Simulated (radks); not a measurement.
Effect of the nuclear size on the iodine ion I+, [Kr] 4d10 5s2 5p4. Method: Dirac Kohn-Sham, BLYP, spin-unpolarised, spherical densities, finite nucleus; open shells fill j = l - 1/2 first; Fermi nuclear charge, rms radius 4.75 fm; computed with a radial shooting solver on a logarithmic mesh with Libxc functionals. The rms radius is varied about that value; shifts are against it.

rms radius (fm)  total energy shift (eV)  density at nucleus (e/bohr^3)  1s1/2 shift (meV)  2s1/2 shift (meV)  4p1/2 shift (meV)  5s1/2 shift (meV)
4.2038                             -1.28                      2.544e+05               -536              -62.9              0.201             -0.329
4.3937                            -0.852                      2.525e+05               -356              -41.8              0.134             -0.219
4.75                                   0                      2.491e+05              0.000              0.000              0.000              0.000
5.0492                             0.758                      2.465e+05                317               37.2             -0.119              0.194
5.2345                              1.25                       2.45e+05                521               61.1             -0.195              0.320

Slopes of the eigenvalues against <r^2> in GHz/fm^2, as finite differences over the two radii next to the reference (eigenvalue slopes, not the field-shift constants of lines): 1s1/2 26300, 2s1/2 3080, 4p1/2 -9.86, 5s1/2 16.1.
